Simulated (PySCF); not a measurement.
How methods differ on the excitation energy of Nb²⁺

Nb²⁺ [Kr] 4d3 (4F) → Nb²⁺ [Kr] 4d2 5s1 (4F), as a difference of total energies. Calculation: PySCF 2.14, in x2c-TZVPPall (8s6p6d2f1g, 79 functions); scalar relativity by spin-free X2C-1e. Correlated levels: valence and next inner shell: [Ar] 3d10 frozen. The calculations carry no spin-orbit coupling.

```json
{"method": "UHF", "excitation energy (eV)": "3.136"}
{"method": "MP2 (valence and next inner shell)", "excitation energy (eV)": "3.131"}
{"method": "SCS-MP2 (valence and next inner shell)", "excitation energy (eV)": "3.134"}
{"method": "CCSD (valence and next inner shell)", "excitation energy (eV)": "3.127"}
{"method": "CCSD(T) (valence and next inner shell)", "excitation energy (eV)": "3.112"}
```

Problem. How much does correlation contribute at CCSD(T) (valence and next inner shell)?

Solution. 3.112 − (3.136) = -0.024 eV, measured against UHF.

The basis was made for the ground configuration and has no added diffuse functions, so the excitation energy can come out too high.
